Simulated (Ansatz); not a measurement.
Basis-set extrapolation for `OC(O)(Cl)[SiH2]Cl` (PBE0-D4/def2-TZVP geometry, frozen core, Ansatz). Multiplicity 1, RHF reference.

```tsv
	def2-TZVPP	def2-QZVPP
HF	-1398.018114	-1398.061241
MP2 correlation	-1.144718	-1.244446
CCSD(T) correlation	-1.243912	not run
```

Energies in hartree. Use E(X) = E(∞) + A·exp(−7.88·√X) for Hartree–Fock and E(X) = E(∞) + B·X^(−2.97) for correlation, with X = 3 and 4, and add CCSD(T) minus MP2 of the smaller set to the MP2 limit.

Question: What is the CCSD(T) energy at the basis-set limit?

Answer: HF limit: -1398.061241 + (-0.043127) × 0.13774 = -1398.06718. MP2 limit: -1.244446 + (-0.099728) × 0.74074 = -1.31832. Higher-order term: -1.243912 − (-1.144718) = -0.09919. Total: -1399.48469 hartree, 139.7 kcal/mol below CCSD(T)/def2-TZVPP.
